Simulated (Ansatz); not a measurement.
`Cc1cc(-c2sc(-c3sc(C(F)(F)F)cc3C)cc2C)sc1-c1cc(C)c(-c2cc(C)c(-c3cc(C)c(C(F)(F)F)s3)s2)s1`: single points at one geometry.

```yaml
crystal:
  periodic: [false, false, false]
  atoms:
    - {symbol: C, position_ang: [-0.977476, -0.287286, 2.827210]}
    - {symbol: C, position_ang: [-1.729123, -0.178198, 1.531831]}
    - {symbol: C, position_ang: [-3.143205, -0.208338, 1.450506]}
    - {symbol: C, position_ang: [-3.664966, -0.089425, 0.159493]}
    - {symbol: C, position_ang: [-5.049318, -0.101936, -0.237350]}
    - {symbol: S, position_ang: [-6.264850, -0.451841, 0.978960]}
    - {symbol: C, position_ang: [-7.575196, -0.265528, -0.166343]}
    - {symbol: C, position_ang: [-8.946831, -0.419029, 0.263882]}
    - {symbol: S, position_ang: [-9.360076, -0.108974, 1.938875]}
    - {symbol: C, position_ang: [-11.021619, -0.517902, 1.654730]}
    - {symbol: C, position_ang: [-12.028509, -0.477608, 2.760239]}
    - {symbol: F, position_ang: [-13.244806, -0.863199, 2.311363]}
    - {symbol: F, position_ang: [-11.688462, -1.295701, 3.787844]}
    - {symbol: F, position_ang: [-12.160250, 0.766289, 3.286546]}
    - {symbol: C, position_ang: [-11.244108, -0.856204, 0.332901]}
    - {symbol: C, position_ang: [-10.072921, -0.808161, -0.478587]}
    - {symbol: C, position_ang: [-10.058640, -1.166924, -1.936515]}
    - {symbol: C, position_ang: [-7.064773, 0.024968, -1.430912]}
    - {symbol: C, position_ang: [-5.647800, 0.118715, -1.491227]}
    - {symbol: C, position_ang: [-4.900680, 0.435008, -2.755079]}
    - {symbol: S, position_ang: [-2.350702, 0.068767, -0.991225]}
    - {symbol: C, position_ang: [-1.131277, -0.032013, 0.265221]}
    - {symbol: C, position_ang: [0.253658, 0.043824, -0.119188]}
    - {symbol: C, position_ang: [0.779949, 0.127737, -1.411787]}
    - {symbol: C, position_ang: [2.193227, 0.198034, -1.481493]}
    - {symbol: C, position_ang: [2.949199, 0.288303, -2.775792]}
    - {symbol: C, position_ang: [2.786088, 0.171523, -0.205079]}
    - {symbol: C, position_ang: [4.168883, 0.231013, 0.192225]}
    - {symbol: C, position_ang: [4.686083, 0.293656, 1.489945]}
    - {symbol: C, position_ang: [6.101576, 0.341102, 1.570295]}
    - {symbol: C, position_ang: [6.851987, 0.446344, 2.866902]}
    - {symbol: C, position_ang: [6.697983, 0.312950, 0.299217]}
    - {symbol: C, position_ang: [8.096355, 0.375035, -0.061016]}
    - {symbol: C, position_ang: [9.224472, 0.002802, 0.673757]}
    - {symbol: C, position_ang: [10.458100, 0.197664, -0.011345]}
    - {symbol: C, position_ang: [11.809378, -0.116481, 0.568145]}
    - {symbol: C, position_ang: [10.250743, 0.724934, -1.282636]}
    - {symbol: C, position_ang: [11.291697, 1.038549, -2.307700]}
    - {symbol: F, position_ang: [10.747903, 1.621711, -3.402832]}
    - {symbol: F, position_ang: [11.949677, -0.076257, -2.728087]}
    - {symbol: F, position_ang: [12.242358, 1.878645, -1.822474]}
    - {symbol: S, position_ang: [8.570982, 0.996585, -1.627673]}
    - {symbol: S, position_ang: [5.488254, 0.212639, -0.963030]}
    - {symbol: S, position_ang: [1.563872, 0.047381, 1.047280]}
    - {symbol: H, position_ang: [-0.267861, -1.141423, 2.821563]}
    - {symbol: H, position_ang: [-1.675006, -0.431545, 3.674251]}
    - {symbol: H, position_ang: [-0.378435, 0.624876, 3.034097]}
    - {symbol: H, position_ang: [-3.786074, -0.312894, 2.336561]}
    - {symbol: H, position_ang: [-12.234378, -1.149122, -0.040912]}
    - {symbol: H, position_ang: [-10.082403, -0.264891, -2.585440]}
    - {symbol: H, position_ang: [-10.941944, -1.780491, -2.198948]}
    - {symbol: H, position_ang: [-9.146938, -1.737503, -2.205386]}
    - {symbol: H, position_ang: [-7.704268, 0.212525, -2.302248]}
    - {symbol: H, position_ang: [-4.252418, -0.408884, -3.074130]}
    - {symbol: H, position_ang: [-4.238814, 1.318301, -2.634941]}
    - {symbol: H, position_ang: [-5.604087, 0.648179, -3.582582]}
    - {symbol: H, position_ang: [0.141540, 0.135440, -2.307039]}
    - {symbol: H, position_ang: [2.252564, 0.352259, -3.633320]}
    - {symbol: H, position_ang: [3.610108, 1.179931, -2.806886]}
    - {symbol: H, position_ang: [3.600244, -0.597280, -2.935937]}
    - {symbol: H, position_ang: [4.038732, 0.324437, 2.378350]}
    - {symbol: H, position_ang: [7.707939, 1.146146, 2.786446]}
    - {symbol: H, position_ang: [7.262581, -0.535646, 3.186037]}
    - {symbol: H, position_ang: [6.187781, 0.802283, 3.677857]}
    - {symbol: H, position_ang: [9.165104, -0.445357, 1.673107]}
    - {symbol: H, position_ang: [12.479935, -0.568562, -0.187613]}
    - {symbol: H, position_ang: [12.307532, 0.804008, 0.937457]}
    - {symbol: H, position_ang: [11.721769, -0.817983, 1.419659]}
basis:
  gaussian: {orbitals: def2-SVP, fitting: {mean_field: def2-universal-jkfit}, initial_orbitals: start.molden}
hamiltonian: {xc: pbe, dispersion: d4}
scf: {omitted_lower_state_checks: [starts]}
output: {forces: true, orbitals: {seedname: orbitals}}
```

The file start.molden holds the orbitals of an earlier run on this structure, at another level or in another basis.

```sh
$ ansatz run in.yaml --threads 4 --pin off --events-out ev --progress --plain --max-ram 66560MiB --backend cuda --devices 0, --max-vram 37GiB
```

It prints (some lines left out):

```
Functional definition: PBE
4062 factors; integrals over basis functions are off by at most 2.4e-1 eV
mean field evaluation 1: about -114747.3715 eV, gradient 1.9e1 eV
mean field evaluation 2: about -114748.0101 eV, gradient 6.1e-1 eV
mean field evaluation 4: about -114747.9885 eV, gradient 6.2e-3 eV
mean field -114747.98847653 eV, -4216.9107975322 hartree, gradient 2.1e-5 eV, S^2 0.000000; 0 other end points of the search recorded, 0 dependent functions left out
reference -114747.98857512 eV, -4216.9108011554 hartree; 183, 183 occupied and 577, 577 virtual orbitals, 4062 factors
Total energy: -114751.15202033 eV, -4217.0270556228 hartree
Atom 0 at    -0.977476    -0.287286     2.827210 Å, force    -0.002387    -0.000994    -0.002767 eV/Å
Atom 1 at    -1.729123    -0.178198     1.531831 Å, force     0.000142     0.003093    -0.001458 eV/Å
Atom 2 at    -3.143205    -0.208338     1.450506 Å, force    -0.000329    -0.003700     0.000342 eV/Å
Atom 3 at    -3.664966    -0.089425     0.159493 Å, force     0.004537     0.001620     0.000396 eV/Å
Atom 4 at    -5.049318    -0.101936    -0.237350 Å, force     0.002082    -0.004511    -0.002953 eV/Å
Atom 5 at    -6.264850    -0.451841     0.978960 Å, force     0.001970     0.004784     0.005037 eV/Å
Atom 6 at    -7.575196    -0.265528    -0.166343 Å, force     0.001386    -0.002474    -0.003263 eV/Å
Atom 7 at    -8.946831    -0.419029     0.263882 Å, force    -0.003806    -0.002488    -0.004114 eV/Å
Atom 8 at    -9.360076    -0.108974     1.938875 Å, force     0.007026     0.005346     0.003637 eV/Å
Atom 9 at   -11.021619    -0.517902     1.654730 Å, force    -0.006768    -0.002964    -0.000845 eV/Å
Atom 10 at   -12.028509    -0.477608     2.760239 Å, force     0.012332    -0.002135    -0.001388 eV/Å
Atom 11 at   -13.244806    -0.863199     2.311363 Å, force    -0.010839    -0.002731    -0.003446 eV/Å
Atom 12 at   -11.688462    -1.295701     3.787844 Å, force    -0.000265    -0.003063     0.002528 eV/Å
Atom 13 at   -12.160250     0.766289     3.286546 Å, force    -0.000433     0.006865     0.002023 eV/Å
Atom 14 at   -11.244108    -0.856204     0.332901 Å, force     0.001156     0.002511     0.001370 eV/Å
Atom 15 at   -10.072921    -0.808161    -0.478587 Å, force     0.002983    -0.000237     0.000145 eV/Å
Atom 16 at   -10.058640    -1.166924    -1.936515 Å, force    -0.002571     0.000498     0.001006 eV/Å
Atom 17 at    -7.064773     0.024968    -1.430912 Å, force    -0.000898    -0.001724     0.001054 eV/Å
Atom 18 at    -5.647800     0.118715    -1.491227 Å, force    -0.004094     0.003439     0.002306 eV/Å
Atom 19 at    -4.900680     0.435008    -2.755079 Å, force     0.000459    -0.000930     0.001316 eV/Å
Atom 20 at    -2.350702     0.068767    -0.991225 Å, force    -0.004335    -0.001508    -0.000674 eV/Å
Atom 21 at    -1.131277    -0.032013     0.265221 Å, force     0.003045    -0.001939     0.007811 eV/Å
Atom 22 at     0.253658     0.043824    -0.119188 Å, force    -0.000879    -0.002702    -0.003741 eV/Å
Atom 23 at     0.779949     0.127737    -1.411787 Å, force     0.003264     0.001215     0.002898 eV/Å
Atom 24 at     2.193227     0.198034    -1.481493 Å, force     0.003901     0.002428    -0.000186 eV/Å
Atom 25 at     2.949199     0.288303    -2.775792 Å, force    -0.003442     0.000624     0.003079 eV/Å
Atom 26 at     2.786088     0.171523    -0.205079 Å, force    -0.006326    -0.005355    -0.001806 eV/Å
Atom 27 at     4.168883     0.231013     0.192225 Å, force    -0.005109     0.003969     0.004427 eV/Å
Atom 28 at     4.686083     0.293656     1.489945 Å, force     0.005919    -0.001882    -0.003012 eV/Å
Atom 29 at     6.101576     0.341102     1.570295 Å, force    -0.001009    -0.000568    -0.000051 eV/Å
Atom 30 at     6.851987     0.446344     2.866902 Å, force    -0.001916     0.000167    -0.000338 eV/Å
Atom 31 at     6.697983     0.312950     0.299217 Å, force    -0.003064     0.002904     0.002247 eV/Å
Atom 32 at     8.096355     0.375035    -0.061016 Å, force     0.002054    -0.001379     0.001001 eV/Å
Atom 33 at     9.224472     0.002802     0.673757 Å, force    -0.001794     0.001878    -0.001342 eV/Å
Atom 34 at    10.458100     0.197664    -0.011345 Å, force    -0.001228    -0.002103     0.001362 eV/Å
Atom 35 at    11.809378    -0.116481     0.568145 Å, force     0.000649    -0.002668     0.001327 eV/Å
Atom 36 at    10.250743     0.724934    -1.282636 Å, force     0.009102     0.000232    -0.001463 eV/Å
Atom 37 at    11.291697     1.038549    -2.307700 Å, force    -0.017905     0.009744    -0.002924 eV/Å
Atom 38 at    10.747903     1.621711    -3.402832 Å, force     0.005619    -0.004094     0.005211 eV/Å
Atom 39 at    11.949677    -0.076257    -2.728087 Å, force     0.006515    -0.007481    -0.002293 eV/Å
Atom 40 at    12.242358     1.878645    -1.822474 Å, force     0.003107     0.002106     0.001778 eV/Å
Atom 41 at     8.570982     0.996585    -1.627673 Å, force    -0.006393     0.002754    -0.001476 eV/Å
Atom 42 at     5.488254     0.212639    -0.963030 Å, force     0.001978    -0.003731    -0.003293 eV/Å
Atom 43 at     1.563872     0.047381     1.047280 Å, force     0.001141     0.005507    -0.003370 eV/Å
Atom 44 at    -0.267861    -1.141423     2.821563 Å, force    -0.000694     0.002855     0.001186 eV/Å
Atom 45 at    -1.675006    -0.431545     3.674251 Å, force     0.001257     0.000420    -0.002516 eV/Å
Atom 46 at    -0.378435     0.624876     3.034097 Å, force     0.001171    -0.001465     0.000188 eV/Å
Atom 47 at    -3.786074    -0.312894     2.336561 Å, force    -0.001939     0.000597    -0.002367 eV/Å
Atom 48 at   -12.234378    -1.149122    -0.040912 Å, force    -0.000629    -0.000285    -0.000770 eV/Å
Atom 49 at   -10.082403    -0.264891    -2.585440 Å, force     0.000682     0.001110    -0.000578 eV/Å
Atom 50 at   -10.941944    -1.780491    -2.198948 Å, force    -0.001204     0.000141     0.000120 eV/Å
Atom 51 at    -9.146938    -1.737503    -2.205386 Å, force     0.000997    -0.002050    -0.000892 eV/Å
Atom 52 at    -7.704268     0.212525    -2.302248 Å, force    -0.000822     0.000504    -0.001472 eV/Å
Atom 53 at    -4.252418    -0.408884    -3.074130 Å, force    -0.000050     0.000211     0.000748 eV/Å
Atom 54 at    -4.238814     1.318301    -2.634941 Å, force    -0.000660    -0.000282    -0.000337 eV/Å
Atom 55 at    -5.604087     0.648179    -3.582582 Å, force    -0.000072    -0.000758    -0.000688 eV/Å
Atom 56 at     0.141540     0.135440    -2.307039 Å, force    -0.001160     0.000929     0.002007 eV/Å
Atom 57 at     2.252564     0.352259    -3.633320 Å, force    -0.000114     0.000199     0.000920 eV/Å
Atom 58 at     3.610108     1.179931    -2.806886 Å, force     0.001294     0.000311    -0.001214 eV/Å
Atom 59 at     3.600244    -0.597280    -2.935937 Å, force     0.002029     0.000568    -0.000323 eV/Å
Atom 60 at     4.038732     0.324437     2.378350 Å, force    -0.000655    -0.000519    -0.000526 eV/Å
Atom 61 at     7.707939     1.146146     2.786446 Å, force     0.001811     0.001207    -0.000164 eV/Å
Atom 62 at     7.262581    -0.535646     3.186037 Å, force     0.001728    -0.002483     0.000866 eV/Å
Atom 63 at     6.187781     0.802283     3.677857 Å, force     0.000041    -0.000788    -0.000212 eV/Å
Atom 64 at     9.165104    -0.445357     1.673107 Å, force     0.001171    -0.000456     0.001574 eV/Å
Atom 65 at    12.479935    -0.568562    -0.187613 Å, force     0.000639    -0.000146    -0.002372 eV/Å
Atom 66 at    12.307532     0.804008     0.937457 Å, force     0.001085     0.002636    -0.000126 eV/Å
Atom 67 at    11.721769    -0.817983     1.419659 Å, force    -0.000486    -0.000783     0.000848 eV/Å
Dipole moment:     0.015197    -0.171384    -0.096296 e Å
Checks for a lower state left out: starts
```

It took 12 s on 4 threads of AMD EPYC 7R13 on a shared host and a share (37 GiB) of an NVIDIA H100 80GB HBM3, peak host memory 1.2 GiB.

The first input with `hamiltonian: {xc: r2scan, dispersion: d4}`, `output: {orbitals: {seedname: orbitals}}` (abridged; 14 s):

```
Functional definition: r2SCAN
mean field -114802.93313965 eV, -4218.9299766591 hartree, gradient 1.9e-5 eV, S^2 0.000000
Total energy: -114803.85386765 eV, -4218.9638127891 hartree
Checks for a lower state left out: starts
```

First input, but with `hamiltonian: {xc: pbe0, dispersion: d4}`, `output: {orbitals: {seedname: orbitals}}` (abridged; 13 s):

```
Functional definition: PBE0
mean field -114755.82266904 eV, -4217.1986987968 hartree, gradient 2.4e-5 eV, S^2 0.000000
Total energy: -114758.56724576 eV, -4217.2995601311 hartree
Checks for a lower state left out: starts
```

Geometry: PBE-D4/def2-SVP.

Single mean-field runs in def2-SVP are fitted with def2-universal-jkfit.
